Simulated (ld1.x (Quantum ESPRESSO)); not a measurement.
What the settings do to the TM potential of bromine (Br)

Base potential:

```json
{"Element": "Br", "Generator": "ld1.x (Quantum ESPRESSO) 7.5", "Type": "norm-conserving Troullier–Martins (Kleinman–Bylander form)", "Functional": "LDA (PZ)", "Relativity": "scalar-relativistic", "Frozen core": "[Ar] 3d10", "Valence charge": "7", "Reference configuration": "4s2 4p5", "Partial waves": "4s (bound): rc 1.25 bohr; 4p (bound): rc 1.40 bohr; 4d channel at 0.05 Ry: rc 1.40 bohr", "Local potential": "all-electron potential smoothed inside 1.00 bohr (lloc = -2)", "Core correction": "Bessel-smoothed model core inside 1.20 bohr"}
```

All-electron outer shells of the reference configuration (LDA (PZ), scalar-relativistic, ld1.x):

| shell | level (eV) | outermost node (bohr) | outermost maximum (bohr) |
| --- | --- | --- | --- |
| 3p | -173.21 | 0.21 | 0.48 |
| 3d | -67.00 | – | 0.43 |
| 4s | -20.32 | 0.67 | 1.41 |
| 4p | -8.01 | 0.70 | 1.66 |

Cutoffs, loose and tight: the cutoffs (Ry, on a coarse ladder) from which the occupation-weighted sum of valence levels, in a spherical-Bessel basis at the reference potential, stays within 10 and 1 mRy of its value at 400 Ry. They do not see the model core or the augmentation charge, which bear on the density cutoff. Test errors are all-electron minus pseudo excitation energies from the reference, over the configurations 4s2 4p4; 4s2 4p3; 4s2 4p2; 4s2 4p4.5; 4s2 4p1; 4s2 4p5.3; 4s1 4p6 (two spin-polarised tests are not counted in the largest error). A dash means not determined; rows that change the core or the reference have their own tests.

A true bound ghost makes a file unfit for plane-wave use even where its test errors are small: the radial tests pick states by their node count and pass the ghost by.

```csv
change,outcome,"cutoff, loose","cutoff, tight",bound ghosts,largest test error (meV)
base,generated,50 Ry,110 Ry,none,+109
"all radii but the core radius scaled by about 0.75 (s 0.94, p 1.04, d 1.04 bohr); local potential all-electron potential smoothed inside 0.74 bohr (lloc = -2)",generated,260 Ry,over 300 Ry,"d, s",+63
"all radii but the core radius scaled by about 0.85 (s 1.06, p 1.20, d 1.20 bohr); local potential all-electron potential smoothed inside 0.86 bohr (lloc = -2)",generated,120 Ry,300 Ry,"d, s",-273
"all radii but the core radius scaled by about 0.91 (s 1.14, p 1.28, d 1.28 bohr); local potential all-electron potential smoothed inside 0.92 bohr (lloc = -2)",generated,100 Ry,200 Ry,"d, s",+579
"all radii but the core radius scaled by about 1.06 (s 1.32, p 1.48, d 1.48 bohr); local potential all-electron potential smoothed inside 1.06 bohr (lloc = -2)",generated,45 Ry,90 Ry,none,+39
"all radii but the core radius scaled by about 1.31 (s 1.64, p 1.84, d 1.84 bohr); local potential all-electron potential smoothed inside 1.32 bohr (lloc = -2)",generated,40 Ry,60 Ry,none,+9.8
"all radii but the core radius scaled by about 1.37 (s 1.72, p 1.92, d 1.92 bohr); local potential all-electron potential smoothed inside 1.38 bohr (lloc = -2)",generated,40 Ry,55 Ry,none,+9.8
```

Question: What comes out with this change to the base: all radii but the core radius scaled by about 1.15 (s 1.44, p 1.60, d 1.60 bohr); local potential all-electron potential smoothed inside 1.14 bohr (lloc = -2)?

Answer: outcome: generated; cutoff, loose: 45 Ry; cutoff, tight: 70 Ry; bound ghosts: none; largest test error (meV): +20.

Question: What comes out with this change to the base: all radii but the core radius scaled by about 1.23 (s 1.54, p 1.72, d 1.72 bohr); local potential all-electron potential smoothed inside 1.22 bohr (lloc = -2)?

Answer: outcome: generated; cutoff, loose: 45 Ry; cutoff, tight: 70 Ry; bound ghosts: none; largest test error (meV): +13.

Reading the sweep of the scale of all radii but the core radius (base = 1) (base included, trends over the rows without a ghost): The loose cutoff stays near 45 Ry. The median size of the test errors (rows with all tests solved) rises from 2.7 meV at 1 to 4.7 meV at 1.37. More of the atom is replaced by a form fitted at one configuration, so other configurations suffer as the radius grows. Bound ghosts are found at 0.75, 0.85, 0.91.
